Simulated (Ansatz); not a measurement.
CH$_{8}$BClSi$_{2}$, SMILES `CB[SiH]([SiH3])Cl`, charge 0, multiplicity 1.

Q: Give a relaxed structure at PBE0-D4/def2-TZVP (the Gaussian-basis code of Ansatz). (Best estimate.)

A: Computed: 
Cartesian coordinates in Å:
```
C 1.882 -1.386 0.094
B 0.352 -1.270 -0.103
Si -0.791 0.103 0.809
Si -1.470 1.752 -0.717
Cl 0.225 1.070 2.345
H 2.283 -2.387 -0.076
H 2.295 -0.763 -0.720
H 2.270 -0.968 1.025
H -0.201 -1.958 -0.917
H -2.008 -0.511 1.413
H -2.289 1.135 -1.796
H -0.274 2.389 -1.330
H -2.274 2.794 -0.026
```
This is one stationary point; other conformers may exist.
